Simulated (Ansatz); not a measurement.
Ansatz (a program for electronic structure) input:

Ansatz 0.2 input:
```yaml
crystal:
  periodic: [false, false, false]
  atoms:
    - {symbol: Se, position_ang: [-0.00001182, 0.05762557, 0.00169855]}
    - {symbol: H, position_ang: [-1.06697200, -0.97993617, -0.02607717]}
    - {symbol: H, position_ang: [1.06737402, -0.97933327, -0.03167343]}
basis:
  gaussian:
    orbitals: aug-cc-pVDZ
total_charge: 1
magnetization: {spin_polarized: true, initial_magnetization: 1}
correlation: {method: ccsd_t, electrons: outside_noble_gas}
output: {forces: true}
```

### Question
What final total energy does it print?

### Answer
-2400.78550 Eh (CCSD(T)/aug-cc-pVDZ). The basis has 54 functions.
